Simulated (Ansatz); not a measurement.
Compare A (`[F][GeH]1[CH2]C[CH2]1`) with its isomer B (`F[C@H]1C[C@@H]1[GeH3]`).

Isolated molecules relaxed with PBE0-D4/def2-TZVP in Ansatz; ΔE leaves out vibrations. CCSD(T)/CBS is the MP2 limit (def2-TZVPP, def2-QZVPP) plus CCSD(T) − MP2 in def2-TZVPP, frozen cores. Functionals use def2-TZVPP. B3LYP here is the variant with VWN-RPA as its local correlation; programs differ in this. For Ge outer-core shells are correlated without core-valence functions, which leaves a few kJ/mol of doubt a bond. Scalar relativity is left out up to krypton.

Problem. Which isomer does CCSD(T)/CBS put lower? Give the gap. (Best estimate.)

Solution. Computed: A, by 194.2 kJ/mol.

Problem. Give E(B) − E(A) in kJ/mol with HF/def2-TZVPP, PBE0-D4, B2PLYP, B3LYP, MP2/def2-TZVPP, PBE-D4, CCSD(T)/def2-TZVPP. (An estimate is asked.)

Solution. The calculation gave: HF/def2-TZVPP 175.5, PBE0-D4 179.6, B2PLYP 188.0, B3LYP 179.5, MP2/def2-TZVPP 198.7, PBE-D4 178.6, CCSD(T)/def2-TZVPP 189.5. None reverses the order clearly.

Largest T1 diagnostic: 0.011.

In def2-TZVPP, CCSD(T) changes the Hartree–Fock value by +14.1 kJ/mol (the triples alone add +1.6 kJ/mol) and MP2 by +23.3 kJ/mol.
